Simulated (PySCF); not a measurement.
## Radial density of Mn²⁺ (manganese, charge +2)

M06-2X, [Ar] 3d4 4p1, one real determinant (an excited configuration). Computed with PySCF 2.14 in ANO-RCC-VTZP (6s5p3d2f1g, 59 functions), with scalar relativity by spin-free X2C-1e.

| r (bohr) | 4πr²ρ (e/bohr) | 4πr²(ρα − ρβ) |
| --- | --- | --- |
| 0.00108 | 0.2153 | 0.0000 |
| 0.00182 | 0.5449 | 0.0000 |
| 0.00306 | 1.350 | 0.0000 |
| 0.00515 | 3.227 | 0.0000 |
| 0.00867 | 7.254 | 0.0000 |
| 0.0146 | 14.63 | 0.0000 |
| 0.0245 | 24.45 | 0.0005 |
| 0.0413 | 30.10 | 0.0032 |
| 0.0694 | 25.44 | 0.0148 |
| 0.117 | 24.91 | 0.0598 |
| 0.196 | 33.28 | 0.2778 |
| 0.330 | 18.61 | 1.2902 |
| 0.555 | 12.67 | 3.4166 |
| 0.934 | 12.28 | 3.4200 |
| 1.57 | 2.687 | 1.3331 |
| 2.64 | 0.5504 | 0.5299 |
| 4.45 | 0.1169 | 0.1169 |
| 7.48 | 0.002398 | 0.0024 |

Densities and radii are taken from the X2C orbitals without a picture-change correction, which distorts them close to the nucleus.

⟨L²⟩ = 8.00 against 12 for a pure F term, so this real determinant mixes terms.
